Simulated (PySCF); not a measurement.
C4H9NSi, SMILES CN[Si@@H](C)C#C. Atoms are numbered in the order given.

```xyz
15

C     -0.9861     1.4387     2.0980
C     -0.7382     0.8836     1.0427
Si    -0.3710     0.0506    -0.5639
C     -1.6081    -1.3161    -0.9072
N      1.2085    -0.6493    -0.4501
C      2.4080     0.0484    -0.0259
H     -1.2060     1.9256     3.0305
H     -0.5093     1.1143    -1.6099
H     -1.5777    -2.0777    -0.1127
H     -1.3957    -1.8070    -1.8714
H     -2.6289    -0.9059    -0.9570
H      1.3878    -1.4755    -1.0126
H      2.9542     0.5487    -0.8508
H      2.1427     0.8245     0.7095
H      3.1140    -0.6371     0.4742
```

Coordinates come from a B3LYP-D3(BJ)/def2-SVP optimisation. The structure was generated by enumeration; whether it is a known compound was not checked. One conformer was computed; it need not be the lowest.

These are SMD-ωB97X/def2-SVP (PySCF) values and carry that method's errors.

Solvation free energies are E(SMD) − E(gas) at the gas-phase geometry, for 1 M in both phases. In vacuum the dipole moment is 0.96 D.

Computed solvation free energies in water, tetrahydrofuran, N,N-dimethylformamide:
```tsv
solvent	ΔG(solv) (kcal/mol)	its non-electrostatic (CDS) part	dipole (D)
water	0.6	6.5	1.26
tetrahydrofuran	-2.8	1.9	1.19
N,N-dimethylformamide	-2.7	3.0	1.25
```
